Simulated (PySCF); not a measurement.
Breaking a bond: SiH (cation, charge +1), singlet.

UHF/cc-pVDZ (PySCF); RHF/cc-pVDZ (PySCF); UKS-PBE = unrestricted PBE/cc-pVDZ (PySCF); RKS-PBE = restricted PBE/cc-pVDZ (PySCF); UKS-wB97X-V = PySCF 2.14.0 with unrestricted wB97X-V/cc-pVDZ; RKS-wB97X-V = PySCF with restricted wB97X-V/cc-pVDZ; UKS-TPSSh = unrestricted TPSSh/cc-pVDZ (PySCF); RKS-TPSSh = restricted TPSSh/cc-pVDZ (PySCF 2.14.0).

Scanned distances (Å): 1.20, 1.30, 1.37, 1.44, 1.48, 1.52, 1.58, 1.62, 1.68, 1.76, 1.88, 2.04, 2.29, 2.48, 2.72, 3.01, 3.31, 3.71, 4.13, 4.60, 5.35, 6.02.

Problem. Where does the unrestricted solution first break spin symmetry (<S²> of 0.01 or more)?

Solution. UHF: already at 1.20 Å; UKS-PBE: between 2.48 and 2.72 Å; UKS-wB97X-V: between 2.29 and 2.48 Å; UKS-TPSSh: between 2.29 and 2.48 Å.

```json
[
 {"R / Å": "1.20", "<S²> UHF": "0.14", "E(RHF) − E(UHF) / eV": "0.012", "<S²> UKS-PBE": "0.00", "E(RKS-PBE) − E(UKS-PBE) / eV": "0.000", "<S²> UKS-wB97X-V": "0.00", "E(RKS-wB97X-V) − E(UKS-wB97X-V) / eV": "0.000", "<S²> UKS-TPSSh": "0.00", "E(RKS-TPSSh) − E(UKS-TPSSh) / eV": "0.000"},
 {"R / Å": "1.30", "<S²> UHF": "0.11", "E(RHF) − E(UHF) / eV": "0.007", "<S²> UKS-PBE": "0.00", "E(RKS-PBE) − E(UKS-PBE) / eV": "0.000", "<S²> UKS-wB97X-V": "0.00", "E(RKS-wB97X-V) − E(UKS-wB97X-V) / eV": "0.000", "<S²> UKS-TPSSh": "0.00", "E(RKS-TPSSh) − E(UKS-TPSSh) / eV": "0.000"},
 {"R / Å": "1.37", "<S²> UHF": "0.08", "E(RHF) − E(UHF) / eV": "0.004", "<S²> UKS-PBE": "0.00", "E(RKS-PBE) − E(UKS-PBE) / eV": "0.000", "<S²> UKS-wB97X-V": "0.00", "E(RKS-wB97X-V) − E(UKS-wB97X-V) / eV": "0.000", "<S²> UKS-TPSSh": "0.00", "E(RKS-TPSSh) − E(UKS-TPSSh) / eV": "0.000"},
 {"R / Å": "1.44", "<S²> UHF": "0.06", "E(RHF) − E(UHF) / eV": "0.002", "<S²> UKS-PBE": "0.00", "E(RKS-PBE) − E(UKS-PBE) / eV": "0.000", "<S²> UKS-wB97X-V": "0.00", "E(RKS-wB97X-V) − E(UKS-wB97X-V) / eV": "0.000", "<S²> UKS-TPSSh": "0.00", "E(RKS-TPSSh) − E(UKS-TPSSh) / eV": "0.000"},
 {"R / Å": "1.48", "<S²> UHF": "0.05", "E(RHF) − E(UHF) / eV": "0.001", "<S²> UKS-PBE": "0.00", "E(RKS-PBE) − E(UKS-PBE) / eV": "0.000", "<S²> UKS-wB97X-V": "0.00", "E(RKS-wB97X-V) − E(UKS-wB97X-V) / eV": "0.000", "<S²> UKS-TPSSh": "0.00", "E(RKS-TPSSh) − E(UKS-TPSSh) / eV": "0.000"},
 {"R / Å": "1.52", "<S²> UHF": "0.04", "E(RHF) − E(UHF) / eV": "0.001", "<S²> UKS-PBE": "0.00", "E(RKS-PBE) − E(UKS-PBE) / eV": "0.000", "<S²> UKS-wB97X-V": "0.00", "E(RKS-wB97X-V) − E(UKS-wB97X-V) / eV": "0.000", "<S²> UKS-TPSSh": "0.00", "E(RKS-TPSSh) − E(UKS-TPSSh) / eV": "0.000"},
 {"R / Å": "1.58", "<S²> UHF": "0.02", "E(RHF) − E(UHF) / eV": "0.000", "<S²> UKS-PBE": "0.00", "E(RKS-PBE) − E(UKS-PBE) / eV": "0.000", "<S²> UKS-wB97X-V": "0.00", "E(RKS-wB97X-V) − E(UKS-wB97X-V) / eV": "0.000", "<S²> UKS-TPSSh": "0.00", "E(RKS-TPSSh) − E(UKS-TPSSh) / eV": "0.000"},
 {"R / Å": "1.62", "<S²> UHF": "0.01", "E(RHF) − E(UHF) / eV": "0.000", "<S²> UKS-PBE": "0.00", "E(RKS-PBE) − E(UKS-PBE) / eV": "0.000", "<S²> UKS-wB97X-V": "0.00", "E(RKS-wB97X-V) − E(UKS-wB97X-V) / eV": "0.000", "<S²> UKS-TPSSh": "0.00", "E(RKS-TPSSh) − E(UKS-TPSSh) / eV": "0.000"},
 {"R / Å": "1.68", "<S²> UHF": "0.00", "E(RHF) − E(UHF) / eV": "0.000", "<S²> UKS-PBE": "0.00", "E(RKS-PBE) − E(UKS-PBE) / eV": "0.000", "<S²> UKS-wB97X-V": "0.00", "E(RKS-wB97X-V) − E(UKS-wB97X-V) / eV": "0.000", "<S²> UKS-TPSSh": "0.00", "E(RKS-TPSSh) − E(UKS-TPSSh) / eV": "0.000"},
 {"R / Å": "1.76", "<S²> UHF": "0.00", "E(RHF) − E(UHF) / eV": "0.000", "<S²> UKS-PBE": "0.00", "E(RKS-PBE) − E(UKS-PBE) / eV": "0.000", "<S²> UKS-wB97X-V": "0.00", "E(RKS-wB97X-V) − E(UKS-wB97X-V) / eV": "0.000", "<S²> UKS-TPSSh": "0.00", "E(RKS-TPSSh) − E(UKS-TPSSh) / eV": "0.000"},
 {"R / Å": "1.88", "<S²> UHF": "0.00", "E(RHF) − E(UHF) / eV": "0.000", "<S²> UKS-PBE": "0.00", "E(RKS-PBE) − E(UKS-PBE) / eV": "0.000", "<S²> UKS-wB97X-V": "0.00", "E(RKS-wB97X-V) − E(UKS-wB97X-V) / eV": "0.000", "<S²> UKS-TPSSh": "0.00", "E(RKS-TPSSh) − E(UKS-TPSSh) / eV": "0.000"},
 {"R / Å": "2.04", "<S²> UHF": "0.10", "E(RHF) − E(UHF) / eV": "0.007", "<S²> UKS-PBE": "0.00", "E(RKS-PBE) − E(UKS-PBE) / eV": "0.000", "<S²> UKS-wB97X-V": "0.00", "E(RKS-wB97X-V) − E(UKS-wB97X-V) / eV": "0.000", "<S²> UKS-TPSSh": "0.00", "E(RKS-TPSSh) − E(UKS-TPSSh) / eV": "0.000"},
 {"R / Å": "2.29", "<S²> UHF": "0.57", "E(RHF) − E(UHF) / eV": "0.376", "<S²> UKS-PBE": "0.00", "E(RKS-PBE) − E(UKS-PBE) / eV": "0.000", "<S²> UKS-wB97X-V": "0.00", "E(RKS-wB97X-V) − E(UKS-wB97X-V) / eV": "0.000", "<S²> UKS-TPSSh": "0.00", "E(RKS-TPSSh) − E(UKS-TPSSh) / eV": "0.000"},
 {"R / Å": "2.48", "<S²> UHF": "0.75", "E(RHF) − E(UHF) / eV": "0.844", "<S²> UKS-PBE": "0.00", "E(RKS-PBE) − E(UKS-PBE) / eV": "0.000", "<S²> UKS-wB97X-V": "0.39", "E(RKS-wB97X-V) − E(UKS-wB97X-V) / eV": "0.101", "<S²> UKS-TPSSh": "0.34", "E(RKS-TPSSh) − E(UKS-TPSSh) / eV": "0.069"},
 {"R / Å": "2.72", "<S²> UHF": "0.88", "E(RHF) − E(UHF) / eV": "1.485", "<S²> UKS-PBE": "0.45", "E(RKS-PBE) − E(UKS-PBE) / eV": "0.081", "<S²> UKS-wB97X-V": "0.70", "E(RKS-wB97X-V) − E(UKS-wB97X-V) / eV": "0.466", "<S²> UKS-TPSSh": "0.56", "E(RKS-TPSSh) − E(UKS-TPSSh) / eV": "0.298"},
 {"R / Å": "3.01", "<S²> UHF": "0.95", "E(RHF) − E(UHF) / eV": "2.212", "<S²> UKS-PBE": "0.82", "E(RKS-PBE) − E(UKS-PBE) / eV": "0.358", "<S²> UKS-wB97X-V": "0.86", "E(RKS-wB97X-V) − E(UKS-wB97X-V) / eV": "1.004", "<S²> UKS-TPSSh": "0.72", "E(RKS-TPSSh) − E(UKS-TPSSh) / eV": "0.613"},
 {"R / Å": "3.31", "<S²> UHF": "0.98", "E(RHF) − E(UHF) / eV": "2.856", "<S²> UKS-PBE": "0.98", "E(RKS-PBE) − E(UKS-PBE) / eV": "0.668", "<S²> UKS-wB97X-V": "0.94", "E(RKS-wB97X-V) − E(UKS-wB97X-V) / eV": "1.529", "<S²> UKS-TPSSh": "0.86", "E(RKS-TPSSh) − E(UKS-TPSSh) / eV": "0.914"},
 {"R / Å": "3.71", "<S²> UHF": "1.01", "E(RHF) − E(UHF) / eV": "3.537", "<S²> UKS-PBE": "1.00", "E(RKS-PBE) − E(UKS-PBE) / eV": "0.985", "<S²> UKS-wB97X-V": "0.98", "E(RKS-wB97X-V) − E(UKS-wB97X-V) / eV": "2.107", "<S²> UKS-TPSSh": "1.01", "E(RKS-TPSSh) − E(UKS-TPSSh) / eV": "1.254"},
 {"R / Å": "4.13", "<S²> UHF": "1.01", "E(RHF) − E(UHF) / eV": "4.062", "<S²> UKS-PBE": "1.00", "E(RKS-PBE) − E(UKS-PBE) / eV": "—", "<S²> UKS-wB97X-V": "1.00", "E(RKS-wB97X-V) − E(UKS-wB97X-V) / eV": "2.566", "<S²> UKS-TPSSh": "1.01", "E(RKS-TPSSh) − E(UKS-TPSSh) / eV": "1.500"},
 {"R / Å": "4.60", "<S²> UHF": "1.01", "E(RHF) − E(UHF) / eV": "4.467", "<S²> UKS-PBE": "1.00", "E(RKS-PBE) − E(UKS-PBE) / eV": "—", "<S²> UKS-wB97X-V": "1.00", "E(RKS-wB97X-V) − E(UKS-wB97X-V) / eV": "2.927", "<S²> UKS-TPSSh": "1.01", "E(RKS-TPSSh) − E(UKS-TPSSh) / eV": "1.652"},
 {"R / Å": "5.35", "<S²> UHF": "1.01", "E(RHF) − E(UHF) / eV": "4.846", "<S²> UKS-PBE": "1.00", "E(RKS-PBE) − E(UKS-PBE) / eV": "—", "<S²> UKS-wB97X-V": "1.00", "E(RKS-wB97X-V) − E(UKS-wB97X-V) / eV": "3.270", "<S²> UKS-TPSSh": "1.01", "E(RKS-TPSSh) − E(UKS-TPSSh) / eV": "1.751"},
 {"R / Å": "6.02", "<S²> UHF": "1.01", "E(RHF) − E(UHF) / eV": "5.026", "<S²> UKS-PBE": "1.00", "E(RKS-PBE) − E(UKS-PBE) / eV": "—", "<S²> UKS-wB97X-V": "1.00", "E(RKS-wB97X-V) − E(UKS-wB97X-V) / eV": "3.439", "<S²> UKS-TPSSh": "1.01", "E(RKS-TPSSh) − E(UKS-TPSSh) / eV": "1.775"}
]
```

Dashes: no converged value, or the column stops at the first point that the program doubted or that broke a chosen test of continuity, which isn't proof of a fault.
